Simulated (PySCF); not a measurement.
An unknown shows these calculated signals:

$^{1}$H NMR (500 MHz, computed): δ 7.86 (d, 2H), 7.45 (m, 2H), 7.44 (m, 1H), 4.15 (br, 2H), 3.35 (s, 6H).

$^{13}$C{$^{1}$H} NMR (computed): δ 155.4 (C), 146.1 (CH), 136.0 (CH), 134.7 (CH), 56.7 (CH3).

Isolated molecule, fast rotation and ring inversion assumed for equivalent nuclei, non-relativistic, a single conformation. GIAO HF/pcSseg-1 shieldings; coordinates at the PBE0-D3(BJ)/def2-SVP level; PySCF 2.14.0 with density-fitted response routines.

Scale: $^{1}$H (σ = 31.69 ppm), $^{13}$C (σ = 190.85 ppm) vs TMS (reference shieldings calculated alike).

**Question.** Which of these does the molecule contain: a Si–H bond, a carboxylic acid, a nitrile, a methoxy group, a benzene ring?

**Answer.** 
- A Si–H bond: no.
- A carboxylic acid: no.
- A nitrile: no.
- A methoxy group: yes (δC 56.7; δH 3.35 (s)).
- A benzene ring: yes.

The data belong to SMILES C[O+](C)[AlH2-][c]1ccccc1, C8H13AlO; they needn't prove each group on their own.

Carbon signals by region: 4 in the sp2 and nitrile region (100–160 ppm), 1 at 50–100 ppm.

Hydrides on Al or Ga are broadened by the quadrupolar metal nucleus. Shifts are as computed. Against solution values, carbons near 30 ppm lie about -0 ppm off and those near 130 ppm about +7 ppm. Of 1313 compounds with measured shifts, 239 miss one by over three times the rms of a fit or turn the order of signals round; such compounds aren't used in these exercises. Multiplicities follow the n + 1 count of equivalent neighbours, as no J values were calculated; m marks all less simple cases, F and P coupling included.
